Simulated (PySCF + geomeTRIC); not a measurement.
[W(OH)2(CH3)4] (charge 0, multiplicity 1), BP86-D3(BJ)/def2-SVP (PySCF + geomeTRIC). The run hit its time limit unfinished.

```python
import json, numpy as np
from pyscf import gto, dft
from fastk import lowrank_exchange
atoms = """
W      0.008793     0.025015    -0.014860
O      0.779795     1.724540    -0.018840
H      1.209888     2.584707     0.025052
O     -0.436440     0.111047    -1.824888
H     -0.709306     0.113961    -2.748174
C      0.479638    -0.116988     2.220928
H     -0.295608    -0.589896     2.846732
H      0.620844     0.878048     2.683626
H      1.398898    -0.664367     2.487567
C      2.052016    -0.861313    -0.522709
H      2.246391    -0.791919    -1.607062
H      2.243182    -1.913891    -0.278044
H      2.889987    -0.317391    -0.059364
C     -0.874899    -2.087309     0.035390
H     -0.865519    -2.568929    -0.960513
H     -1.927668    -2.163424     0.354140
H     -0.354127    -2.812614     0.682796
C     -2.034291     0.920875     0.480701
H     -2.022429     2.011766     0.309981
H     -2.421198     0.808607     1.501506
H     -2.848659     0.552018    -0.162419
"""
def scf(charge, spin, dm0=None):
    mol = gto.M(atom=atoms, basis='def2-svp', ecp={'W': 'def2-svp'}, charge=charge, spin=spin, verbose=3, max_memory=3360)
    mf = dft.KS(mol, xc='bp86').density_fit(auxbasis="def2-universal-jkfit")
    mf.disp = 'd3bj'
    mf.grids.level = 3
    mf.conv_tol = 1e-8
    mf.max_cycle = 120
    mf.level_shift = 0.25
    mf.kernel(dm0)
    if not mf.converged:
        mf = mf.newton().run(mf.mo_coeff, mf.mo_occ).undo_soscf()
    return mf
mf = scf(0, 0)
from pyscf.geomopt.geometric_solver import kernel as optimize
path = []
done, mol = optimize(mf, maxsteps=120, assert_convergence=False, callback=lambda env: path.append((env["energy"], bool(env["g_scanner"].converged))))
res = dict(converged=bool(done and path[-1][1]), energy=path[-1][0], path=[e for e, c in path], xyz=mol.atom_coords(unit="Angstrom").tolist(), nao=mol.nao)
json.dump(res, open("result.json", "w"))
```

The last lines of the output:

```
Step   58 : Displace = 3.371e-03/7.351e-03 (rms/max) Trust = 3.000e-01 (=) Grad = 1.478e-04/3.410e-04 (rms/max) E (change) = -378.3343484797 (-2.511e-06) Quality = 0.622
Step   59 : Displace = 6.041e-03/1.215e-02 (rms/max) Trust = 3.000e-01 (=) Grad = 2.082e-04/6.513e-04 (rms/max) E (change) = -378.3343502196 (-1.740e-06) Quality = 0.298
Step   60 : Displace = 9.157e-03/1.964e-02 (rms/max) Trust = 3.000e-01 (=) Grad = 3.212e-04/9.962e-04 (rms/max) E (change) = -378.3343509161 (-6.965e-07) Quality = 0.090
Step   61 : Displace = 4.623e-03/7.613e-03 (rms/max) Trust = 4.578e-03 (-) Grad = 2.959e-04/8.376e-04 (rms/max) E (change) = -378.3343564418 (-5.526e-06) Quality = 0.746
Step   62 : Displace = 4.556e-03/7.441e-03 (rms/max) Trust = 4.578e-03 (=) Grad = 1.771e-04/4.199e-04 (rms/max) E (change) = -378.3343664239 (-9.982e-06) Quality = 0.798
Step   63 : Displace = 6.492e-03/1.018e-02 (rms/max) Trust = 6.475e-03 (+) Grad = 1.586e-04/3.651e-04 (rms/max) E (change) = -378.3343744467 (-8.023e-06) Quality = 0.638
Step   64 : Displace = 6.486e-03/1.010e-02 (rms/max) Trust = 6.475e-03 (=) Grad = 1.407e-04/2.826e-04 (rms/max) E (change) = -378.3343822757 (-7.829e-06) Quality = 0.631
Step   65 : Displace = 7.041e-03/1.149e-02 (rms/max) Trust = 6.475e-03 (=) Grad = 1.103e-04/2.097e-04 (rms/max) E (change) = -378.3343906619 (-8.386e-06) Quality = 0.627
Step   66 : Displace = 6.982e-03/1.209e-02 (rms/max) Trust = 6.475e-03 (=) Grad = 9.258e-05/1.884e-04 (rms/max) E (change) = -378.3343985978 (-7.936e-06) Quality = 0.619
Step   67 : Displace = 6.876e-03/1.238e-02 (rms/max) Trust = 6.475e-03 (=) Grad = 1.035e-04/2.032e-04 (rms/max) E (change) = -378.3344068582 (-8.260e-06) Quality = 0.659
Step   68 : Displace = 6.628e-03/1.228e-02 (rms/max) Trust = 6.475e-03 (=) Grad = 1.294e-04/2.947e-04 (rms/max) E (change) = -378.3344154676 (-8.609e-06) Quality = 0.680
Step   69 : Displace = 6.190e-03/1.183e-02 (rms/max) Trust = 6.475e-03 (=) Grad = 1.477e-04/3.980e-04 (rms/max) E (change) = -378.3344243135 (-8.846e-06) Quality = 0.663
Step   70 : Displace = 5.934e-03/1.165e-02 (rms/max) Trust = 6.475e-03 (=) Grad = 1.408e-04/3.652e-04 (rms/max) E (change) = -378.3344335751 (-9.262e-06) Quality = 0.626
Step   71 : Displace = 5.938e-03/1.158e-02 (rms/max) Trust = 6.475e-03 (=) Grad = 1.341e-04/3.070e-04 (rms/max) E (change) = -378.3344427792 (-9.204e-06) Quality = 0.605
```
